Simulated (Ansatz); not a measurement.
These are B3LYP-D3(BJ)/def2-TZVP in Ansatz (an electronic-structure program) values and carry that method's errors. No frequencies were computed at this level.

Ansatz 0.2 input:
```yaml
crystal:
  periodic: [false, false, false]
  atoms:
    - { symbol: Br, position_ang: [1.75383, -0.371259, -0.743523] }
    - { symbol: C, position_ang: [-0.000003, 0.000015, 0.000043] }
    - { symbol: Br, position_ang: [-0.190696, 1.910285, 0.284965] }
    - { symbol: Br, position_ang: [-0.195043, -0.929325, 1.692665] }
    - { symbol: Br, position_ang: [-1.368088, -0.609716, -1.234151] }
basis:
  gaussian: { orbitals: def2-tzvp }
hamiltonian:
  xc: b3lyp
  dispersion: d3bj
relax:
  max_steps: 150
```

Output:

```
Functional definition: B3LYP
1832 factors; their error is unknown
mean field evaluation 1: about -281222.9989 eV, gradient 1.5e1 eV
mean field evaluation 2: about -281222.6554 eV, gradient 1.8e1 eV
mean field evaluation 4: about -281223.2935 eV, gradient 3.6e-1 eV
mean field evaluation 8: about -281223.2919 eV, gradient 1.1e-2 eV
mean field evaluation 16: about -281224.6596 eV, gradient 3.9e-5 eV
mean field -281224.65961367 eV, -10334.8156198817 hartree, gradient 3.9e-5 eV, S^2 0.000000; 0 other end points of the search recorded, 0 dependent functions left out
reference -281224.65986303 eV, -10334.8156290454 hartree; 73, 73 occupied and 150, 150 virtual orbitals, 1832 factors
relax step   1: F+E_penalty+E_count = -281225.18629178 eV  Δ(F+E_penalty+E_count) = +0.000e0 eV  max|allowed force component| = 2.677e-1 eV/Å  Δτ_max = 0.0000 Å  (26 SCF iters, accepted)
these checks for a lower state are left out or cut short: starts, cluster_reference, orbital_swaps, neighbouring_geometries, increment
1832 factors; their error is unknown
mean field -281224.66856898 eV, -10334.8159489833 hartree, gradient 1.3e-5 eV, S^2 0.000000; 0 other end points of the search recorded, 0 dependent functions left out
reference -281224.66881896 eV, -10334.8159581697 hartree; 73, 73 occupied and 150, 150 virtual orbitals, 1832 factors
relax step   2: F+E_penalty+E_count = -281225.19292405 eV  Δ(F+E_penalty+E_count) = -6.632e-3 eV  max|allowed force component| = 4.978e-2 eV/Å  Δτ_max = 0.0104 Å  (30 SCF iters, accepted)
these checks for a lower state are left out or cut short: starts, cluster_reference, orbital_swaps, neighbouring_geometries, increment
1832 factors; their error is unknown
mean field -281224.66935650 eV, -10334.8159779239 hartree, gradient 1.3e-5 eV, S^2 0.000000; 0 other end points of the search recorded, 0 dependent functions left out
reference -281224.66960661 eV, -10334.8159871155 hartree; 73, 73 occupied and 150, 150 virtual orbitals, 1832 factors
relax step   3: F+E_penalty+E_count = -281225.19316677 eV  Δ(F+E_penalty+E_count) = -2.427e-4 eV  max|allowed force component| = 1.170e-3 eV/Å  Δτ_max = 0.0025 Å  (31 SCF iters, accepted)
1832 factors; their error is unknown
mean field evaluation 32: about -281223.2989 eV, gradient 6.8e-1 eV
mean field -281224.66935649 eV, -10334.8159779239 hartree, gradient 1.3e-5 eV, S^2 0.000000; 1 other end points of the search recorded, 0 dependent functions left out
reference -281224.66960661 eV, -10334.8159871155 hartree; 73, 73 occupied and 150, 150 virtual orbitals, 1832 factors
Total energy: -281225.19341689 eV, -10334.8352367880 hartree
Atom 0 at     1.765298    -0.373700    -0.748427 Å, force     0.001139    -0.000035     0.000198 eV/Å
Atom 1 at    -0.000006     0.000030     0.000086 Å, force     0.000054    -0.000264    -0.000769 eV/Å
Atom 2 at    -0.191948     1.922857     0.286797 Å, force    -0.000048    -0.000002     0.000700 eV/Å
Atom 3 at    -0.196328    -0.935476     1.703793 Å, force     0.000024     0.000555     0.000202 eV/Å
Atom 4 at    -1.377015    -0.613711    -1.242250 Å, force    -0.001170    -0.000253    -0.000330 eV/Å
Dipole moment:    -0.000001     0.000006     0.000016 e Å
```

Cost: around 2.3 core-minutes (rough).
